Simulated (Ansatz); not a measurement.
| atom | x (Å) | y (Å) | z (Å) |
| --- | --- | --- | --- |
| N | 0.0000 | 0.0000 | 0.0000 |
| H | 0.0000 | 1.4100 | 0.5700 |
| H | 1.2210 | -0.7050 | 0.5700 |
| H | -1.2210 | -0.7050 | 0.5700 |

Basis set: pcseg-2 (spherical functions). Charge 0, multiplicity 1.

Computed with Ansatz (development build ahead of 0.2.0); each method stands on the lowest determinant of its kind that the runs found. Restricted functionals stand beside restricted open-shell atoms, which can lie above the unrestricted atoms usual in DFT and then raise those values.

The atomization energy at this shape (free ground-state atoms in the same class of orbitals less the molecule, no zero-point energy) of singlet NH3:

```json
{"method": "PBE0 (unrestricted)", "atomization energy": "6.03 eV"}
{"method": "PBE0 (restricted)", "atomization energy": "6.07 eV"}
{"method": "RHF", "atomization energy": "0.85 eV"}
```

**Question.** What does UHF give?

**Answer.** 1.48 eV. Caution: the shape is not the minimum. Caution for UHF: the unrestricted determinant is a mixture of spin states. Caution for RHF: an unrestricted determinant lies well below.
